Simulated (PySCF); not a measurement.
H2OSZn, SMILES [Zn]([SH])[OH]. Coordinates come from a PBE0-D3(BJ)/def2-TZVP optimisation. Other conformers were not sampled.

Computed equilibrium geometry at PBE0-D3(BJ)/def2-TZVP (PySCF confirms it by a frequency run) as Cartesian coordinates in Å (one conformer of several):
```xyz
5

Zn     0.2713    -0.2341    -0.0482
O      1.6877    -1.2888    -0.2092
H      1.5010    -2.2263    -0.2817
S     -1.3609     1.1543     0.1210
H     -1.3688     1.0900     1.4642
```
